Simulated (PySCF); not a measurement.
## Mg³⁺: fine-structure interval

Mg³⁺ [He] 2s2 2p5 [2p1/2^2 2p3/2^3, M_J = 3/2] → Mg³⁺ [He] 2s2 2p5 [2p1/2^1 2p3/2^4, M_J = 1/2], as a difference of total energies. All numbers are calculated (PySCF 2.14, the two-component X2C-1e Hamiltonian, in an even-tempered Gaussian basis (19 s from 0.21 bohr⁻², ratio 2.4; 12 p from 0.27 bohr⁻², ratio 2.4; 6 d from 3 bohr⁻², ratio 2.6; 5 f from 4.5 bohr⁻², ratio 2.6)). Correlated levels: nothing frozen; the 30 highest virtual spinors dropped. "Screened" scales the spin-orbit matrix elements by Boettger's factors to mimic the two-electron term; Breit and QED terms are absent.

```
                    method  fine-structure interval (cm⁻¹)
 GHF (screened spin-orbit)                          2016.4
GMP2 (screened spin-orbit)                          2331.5
     GHF (bare spin-orbit)                          2473.6
```

GHF and GMP2 differ strongly here because the two determinants are spin-polarised to different degrees; the interval is a small difference of such terms.
